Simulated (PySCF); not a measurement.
A structure optimised at PBE-D3(BJ)/def2-SVPD, used in a PySCF frequency run:

```xyz
4

Sn     0.0000     0.0000     0.6191
Cl    -1.9279     1.1131    -0.6069
Cl     1.9279     1.1131    -0.6069
Cl     0.0000    -2.2262    -0.6069
```
Charge -1, spin multiplicity 1.

### Question
Write its SMILES, formula and point group.

### Answer
[Cl][Sn-]([Cl])[Cl], Cl₃Sn, C3v

### Question
What are its rotational constants (standard atomic weights)?

### Answer
1.4529, 1.4529, 0.95887 GHz
